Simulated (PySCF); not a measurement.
A structure optimised at B3LYP-D3(BJ)/def2-SVP, used in a PySCF frequency run:

```xyz
3

Bi     0.0000     0.0000     0.7642
Br     0.0000    -2.0358    -0.9061
Br     0.0000     2.0358    -0.9061
```
Charge 0, spin multiplicity 2.

### Question
Write its SMILES, formula and point group.

### Answer
[Br][Bi][Br], BiBr2, C2v

### Question
What are its rotational constants (standard atomic weights)?

### Answer
2.0005, 0.76305, 0.55236 GHz
